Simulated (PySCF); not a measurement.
Al(H)(Vi)(OMe), SMILES C=[CH][AlH][O]C (C3H7AlO), PBE0/def2-SVP optimised geometry.

```
12

Al    -0.26    -0.36     0.00
H     -1.06    -1.74     0.00
C     -1.20     1.33     0.00
C     -2.55     1.35     0.00
H     -0.69     2.31     0.00
H     -3.13     2.28     0.00
H     -3.14     0.43     0.00
O      1.44    -0.36     0.00
C      2.50    -1.24     0.00
H      3.14    -1.09    -0.89
H      3.14    -1.09     0.89
H      2.19    -2.31     0.00
```

Density from PBE0/def2-TZVP (PySCF) at that geometry.

Minimum of the electron density along straight lines between bonded atoms, close to the bond critical point (lines longer than 1.1 times the sum of covalent radii, or with two minima, are not listed):

```json
[
 {"bond": "Al1–H2", "length / Å": "1.590", "ρ at the minimum / e bohr⁻³": "___", "∇²ρ there / e bohr⁻⁵": "0.20", "position (fraction from the first atom)": "0.50"},
 {"bond": "Al1–C3", "length / Å": "1.936", "ρ at the minimum / e bohr⁻³": "0.089", "∇²ρ there / e bohr⁻⁵": "0.29", "position (fraction from the first atom)": "0.40"},
 {"bond": "C3–C4", "length / Å": "1.343", "ρ at the minimum / e bohr⁻³": "___", "∇²ρ there / e bohr⁻⁵": "-1.02", "position (fraction from the first atom)": "0.49"},
 {"bond": "C3–H5", "length / Å": "1.099", "ρ at the minimum / e bohr⁻³": "0.273", "∇²ρ there / e bohr⁻⁵": "-0.93", "position (fraction from the first atom)": "0.64"},
 {"bond": "C4–H6", "length / Å": "1.098", "ρ at the minimum / e bohr⁻³": "0.277", "∇²ρ there / e bohr⁻⁵": "-0.96", "position (fraction from the first atom)": "0.65"},
 {"bond": "C4–H7", "length / Å": "1.098", "ρ at the minimum / e bohr⁻³": "0.277", "∇²ρ there / e bohr⁻⁵": "-0.96", "position (fraction from the first atom)": "0.65"},
 {"bond": "Al1–O8", "length / Å": "1.698", "ρ at the minimum / e bohr⁻³": "0.106", "∇²ρ there / e bohr⁻⁵": "___", "position (fraction from the first atom)": "0.43"},
 {"bond": "O8–C9", "length / Å": "1.386", "ρ at the minimum / e bohr⁻³": "0.269", "∇²ρ there / e bohr⁻⁵": "-0.49", "position (fraction from the first atom)": "0.66"},
 {"bond": "C9–H10", "length / Å": "1.105", "ρ at the minimum / e bohr⁻³": "0.276", "∇²ρ there / e bohr⁻⁵": "-0.95", "position (fraction from the first atom)": "0.64"},
 {"bond": "C9–H11", "length / Å": "1.105", "ρ at the minimum / e bohr⁻³": "0.276", "∇²ρ there / e bohr⁻⁵": "-0.95", "position (fraction from the first atom)": "0.64"},
 {"bond": "C9–H12", "length / Å": "1.107", "ρ at the minimum / e bohr⁻³": "0.275", "∇²ρ there / e bohr⁻⁵": "-0.94", "position (fraction from the first atom)": "0.64"}
]
```

Q: Some entries are withheld; supply them.

A: 
- Al1–H2, ρ at the minimum / e bohr⁻³: 0.082
- C3–C4, ρ at the minimum / e bohr⁻³: 0.342
- Al1–O8, ∇²ρ there / e bohr⁻⁵: 0.80
